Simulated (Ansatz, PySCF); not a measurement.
Pair of molecules: HF (SMILES F) (first 2 atoms) with H2 (SMILES [H][H]); geometry from B3LYP-D3(BJ)/def2-TZVP.
(charge 0, multiplicity 1):
```xyz
4

F      0.06905     0.09157    -0.12666
H      0.10901     0.08216     0.79901
H      0.56771     0.08013     2.71751
H     -0.17688     0.04173     2.75039
```

Monomers are frozen at their geometry in the pair; levels with a basis set take the counterpoise correction.

Cores are frozen in the correlated methods. CBS(a, b) extrapolates the correlation energy as X⁻³ and adds the Hartree–Fock energy of set b.

Programs: Ansatz (Gaussian basis) for Hartree–Fock, density functionals and correlated methods; PySCF for the dispersion terms. 

PBE/def2-TZVPPD gives -5.9 kJ/mol for the interaction energy.

How do the other levels lie against it? Give each less PBE: PBE-D3(BJ)/def2-TZVPPD, r2SCAN/def2-TZVPPD, PBE0/def2-TZVPPD, wB97M-V/def2-TZVPPD, B2PLYP/def2-TZVPPD, MP2/CBS(aug-cc-pVTZ, aug-cc-pVQZ), CCSD(T)/CBS(aug-cc-pVTZ, aug-cc-pVQZ).

PBE-D3(BJ)/def2-TZVPPD -0.9; r2SCAN/def2-TZVPPD 1.6; PBE0/def2-TZVPPD 0.7; wB97M-V/def2-TZVPPD 1.4; B2PLYP/def2-TZVPPD 1.9; MP2/CBS(aug-cc-pVTZ, aug-cc-pVQZ) 1.6; CCSD(T)/CBS(aug-cc-pVTZ, aug-cc-pVQZ) 1.4 kJ/mol. 6 of 7 lie above PBE; the widest gap is to B2PLYP/def2-TZVPPD.

Ansatz is a program for electronic structure.
